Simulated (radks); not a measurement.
Excited configurations of K16+: one electron is placed in a higher orbital outside [He]. The ground configuration is [He] 2s1. Calculated with a radial shooting solver on a logarithmic mesh with Libxc functionals: scalar-relativistic Kohn-Sham, PBEsol, spin-unpolarised, spherical densities, point nucleus; without spin polarisation the odd electron is poorly described. Excitation = E - E(ground); binding = E(ion) - E, where the ion is the core of charge +17; n* = 17/sqrt(2 binding) in atomic units. These energies are relativistic, and a one-electron ion of charge +17 with no core already has n* below n in this formula (scalar-relativistic equation, point nucleus: 2p 1.998, 3s 2.994, 4s 3.994, 4p 3.996, 5s 4.993, 5p 4.996, 5d 4.998, 5f 4.999, 6s 5.993, 6d 5.998, 6f 5.999, 7d 6.998). The quantum defect is therefore taken as that value minus n*, so that it holds no relativistic shift of the bare ion.

outer orbital,excitation (eV),binding (eV),n*,quantum defect,eigenvalue (eV),<r> (bohr)
2p,37.342,992.51,1.990,0.007,-955.86,0.2896
3s,577.74,452.11,2.949,0.045,-439.61,0.7667
4s,777.10,252.75,3.944,0.049,-246.12,1.372
4p,781.07,248.79,3.976,0.021,-241.94,1.335
5s,868.65,161.20,4.939,0.055,-157.12,2.152
5p,870.63,159.22,4.970,0.027,-155.06,2.121
5d,871.97,157.88,4.990,0.008,-153.46,2.021
5f,872.72,157.14,5.002,-0.003,-152.35,1.853
6s,918.14,111.72,5.933,0.061,-108.97,3.108
6d,919.99,109.86,5.982,0.015,-106.97,2.984
6f,920.40,109.45,5.994,0.005,-106.40,2.818
7d,949.02,80.829,6.975,0.023,-78.794,4.123

The Delta-SCF ionisation energy is 1029.9 eV (NIST Atomic Spectra Database: 1034.5 eV, theoretical). Self-interaction in the functional shifts the binding energies and quantum defects, so they are the method's values and not measured ones. Spin polarisation and multiplet splitting are left out, so open shells lie too high by an amount that depends on their filling.
